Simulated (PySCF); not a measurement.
trisilylamine cation (H9NSi3), SMILES [SiH3]N([SiH3])[SiH3] (connectivity only; charge and spin as stated), charge +1, multiplicity 2. Atoms are numbered in the order given.

```xyz
13

Si     0.3188     1.7305     0.4934
N      0.0000     0.0000    -0.0003
Si    -1.6897    -0.5225    -0.4606
Si     1.3708    -1.2082    -0.0326
H     -0.1390     2.5458    -0.6834
H     -0.5835     1.9522     1.6752
H      1.7755     1.8410     0.7967
H     -2.5714     0.6743    -0.3328
H     -1.5484    -1.0477    -1.8620
H     -2.0085    -1.6388     0.4942
H      1.9091    -1.1988     1.3709
H      0.7968    -2.5147    -0.4683
H      2.3688    -0.6145    -0.9871
```
Charge +1, spin multiplicity 2.

Geometry: PBE-D3(BJ)/def2-SVP. The multiplicity is an assumed one; other spin states were not compared.

Method: PBE0/pcH-1 (PySCF).

Unrestricted Kohn–Sham, ⟨S²⟩ = 0.756. Hyperfine tensors hold the contact and dipolar terms, without spin-orbit corrections.

### Question
Estimate the hyperfine couplings. (The exact figures need the calculation; the answer reports its results.)

### Answer

```csv
nucleus,A(iso) (MHz),A(iso) (G),dipolar principal values (MHz)
29Si no. 1,45.4,16.2,"-0.7, -0.5, 1.2"
14N no. 2,30.6,10.9,"-35.7, -35.7, 71.5"
29Si no. 3,45.4,16.2,"-0.7, -0.5, 1.2"
29Si no. 4,45.4,16.2,"-0.7, -0.5, 1.2"
1H no. 5,103.0,36.7,"-3.4, -1.2, 4.6"
1H no. 6,104.9,37.4,"-3.5, -1.2, 4.6"
1H no. 7,-3.6,-1.3,"-2.7, -2.2, 4.9"
1H no. 8,-3.6,-1.3,"-2.7, -2.2, 4.9"
1H no. 9,104.4,37.2,"-3.5, -1.2, 4.6"
1H no. 10,103.6,37.0,"-3.4, -1.2, 4.6"
1H no. 11,104.0,37.1,"-3.5, -1.2, 4.6"
1H no. 12,-3.6,-1.3,"-2.7, -2.2, 4.9"
1H no. 13,104.0,37.1,"-3.5, -1.2, 4.6"
```
